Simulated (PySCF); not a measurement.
# Partial charges of `FC(F)(F)SC([SiH3])[SiH3]`

Species: C2H7F3SSi2.
Geometry (GFN2-xTB, Å), atoms numbered from 1 in this order:
```xyz
15
C2H7F3SSi2 angstrom
F      1.625   -0.844    1.033
C      2.099    0.144    0.266
F      2.058    1.253    1.018
F      3.384   -0.118    0.034
S      1.215    0.320   -1.303
C     -0.534    0.151   -0.784
Si    -1.015    1.445    0.546
Si    -0.998   -1.685   -0.462
H     -1.029    0.450   -1.711
H     -2.473    1.516    0.493
H     -0.567    0.973    1.853
H     -0.400    2.722    0.195
H     -0.803   -2.000    0.948
H     -2.409   -1.806   -0.825
H     -0.157   -2.515   -1.322
```

Density: PBE0/pcSseg-1 (PySCF); schemes: Mulliken, IAO, Hirshfeld and ESP-fitted. The structure is a single GFN2-xTB conformer in the gas phase; no vibrational or solvent corrections.

Q: Tabulate the Mulliken, IAO, Hirshfeld and ESP-fitted charges.

A: In e:

```
atom                 environment  Mulliken     IAO  Hirshfeld  ESP-fitted
  F1     fluorine of a CF3 group    -0.251  -0.272     -0.067      -0.090
  C2                  CF3 carbon    +0.676  +0.688     +0.243      +0.266
  F3     fluorine of a CF3 group    -0.250  -0.273     -0.081      -0.100
  F4     fluorine of a CF3 group    -0.244  -0.262     -0.087      -0.080
  S5              sulfide sulfur    +0.045  +0.122     +0.007      -0.092
  C6  sp3 carbon bound to sulfur    -0.925  -0.738     -0.200      -0.536
 Si7                SiH3 silicon    +0.542  +0.598     +0.290      +0.323
 Si8                SiH3 silicon    +0.569  +0.606     +0.294      +0.424
  H9            methine hydrogen    +0.211  +0.181     +0.050      +0.305
 H10               Si–H hydrogen    -0.076  -0.116     -0.075      -0.072
 H11               Si–H hydrogen    -0.049  -0.105     -0.076      -0.036
 H12               Si–H hydrogen    -0.051  -0.100     -0.073      -0.059
 H13               Si–H hydrogen    -0.060  -0.108     -0.075      -0.070
 H14               Si–H hydrogen    -0.079  -0.120     -0.077      -0.102
 H15               Si–H hydrogen    -0.058  -0.101     -0.073      -0.079
```

Mean size of the charges over all atoms: IAO 0.293 e, Mulliken 0.272 e, ESP-fitted 0.176 e, Hirshfeld 0.118 e. Each set sums to the total charge, 0, to within 0.001 e. The IAO scheme counts the electrons in orthogonalised intrinsic atomic orbitals, a minimal basis polarised so that it spans the occupied orbitals exactly.

Lowest charge. All schemes agree: Mulliken C6 (-0.925); IAO C6 (-0.738); Hirshfeld C6 (-0.200); ESP-fitted C6 (-0.536).

Highest charge. The schemes don't all agree: Mulliken C2 (+0.676); IAO C2 (+0.688); Hirshfeld Si8 (+0.294); ESP-fitted Si8 (+0.424).

Q: How many electrons does the Mulliken scheme count on S5?

A: Z − q = 16 − (+0.045) = 15.955.

Q: How closely do the schemes follow one another over all atoms?

A: Correlation coefficient and root-mean-square difference: Mulliken with IAO 0.99, 0.064 e; IAO with Hirshfeld 0.96, 0.235 e; Mulliken with ESP-fitted 0.94, 0.181 e; IAO with ESP-fitted 0.92, 0.182 e; Mulliken with Hirshfeld 0.92, 0.254 e; Hirshfeld with ESP-fitted 0.90, 0.118 e.

Q: Sum the charges by element, for elements with more than one atom.

A: 
```
element  atoms  Mulliken     IAO  Hirshfeld  ESP-fitted
      F      3    -0.745  -0.807     -0.235      -0.270
      C      2    -0.250  -0.050     +0.043      -0.271
     Si      2    +1.111  +1.204     +0.584      +0.748
      H      7    -0.162  -0.469     -0.398      -0.114
```

The run behind these numbers computed NMR shieldings as well. Hardware: an Arm Neoverse N1 with one thread, shared host with 64 logical CPUs at a one-minute load of 58. Cost: 73 s (with the writing of density and orbital grids), 0.91 GiB resident at most.
